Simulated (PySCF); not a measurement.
# Calculated NMR parameters of C#CC1=C(Cl)C=CC1

* Formula: C7H5Cl
* SMILES: C#CC1=C(Cl)C=CC1
* Point group of the computed structure: Cs
* Degrees of unsaturation: 5
* Carbon signals: 7
* Proton signals: 4

Mapped SMILES: `[CH:1]#[C:2][C:3]1=[C:4]([Cl:5])[CH:6]=[CH:7][CH2:8]1`. Hydrogens are named by the atom that carries them.

No solvent model, non-relativistic, rapidly exchanging positions averaged, single conformer. Shieldings: GIAO PBE0/pcSseg-1; GFN2-xTB geometry; PySCF 2.14.0 with density-fitted response routines.

Chemical shifts δ = σref − σ; 1H and 13C against TMS, all at this level.

| carbon | δC, type | δH (multiplicity) | HMBC from (2–3 bonds) | span of the C tensor (ppm) |
| --- | --- | --- | --- | --- |
| C1 | 98.0, CH | 3.36 (s) | – | 156 |
| C2 | 82.3, C | – | H(C1), H(C8) | 295 |
| C3 | 128.4, C | – | H(C7), H(C6), H(C1), H(C8) | 170 |
| C4 | 155.1, C | – | H(C7), H(C6), H(C8) | 168 |
| C6 | 143.0, CH | 6.62 (m) | H(C7), H(C8) | 182 |
| C7 | 142.5, CH | 6.65 (m) | H(C6), H(C8) | 217 |
| C8 | 49.7, CH2 | 3.28 (m) | H(C7), H(C6) | 27 |

- Carbon types of the structure: 3 × C, 3 × CH, 1 × CH2, which accounts for all hydrogens.
- δC 155.1, 128.4: fully substituted alkene carbon; the olefinic region.
- δC 143.0, 142.5: alkene CH; an sp2 carbon of a C=C bond.
- δC 98.0: terminal alkyne carbon; the triple bond shields along its axis, which puts it between sp3 and sp2 carbons.
- δC 82.3: alkyne carbon; the triple bond shields along its axis, which puts it between sp3 and sp2 carbons.
- δC 49.7: allylic sp3 CH2; a saturated carbon with 2 carbon neighbours and no heteroatom attached.

Carbons that carry Cl, above all several Cl atoms, come out too deshielded, partly because spin–orbit coupling is missing. Shifts are as computed. Against solution values, carbons near 30 ppm lie about +3 ppm off and those near 130 ppm about +5 ppm; carbons on Cl a further +6 ppm. Of 1211 compounds with measured shifts, 218 miss one by over three times the rms of a fit or turn the order of signals round; such compounds aren't used in these exercises. Multiplicities follow the n + 1 count of equivalent neighbours, as no J values were calculated; m marks all less simple cases, F and P coupling included.
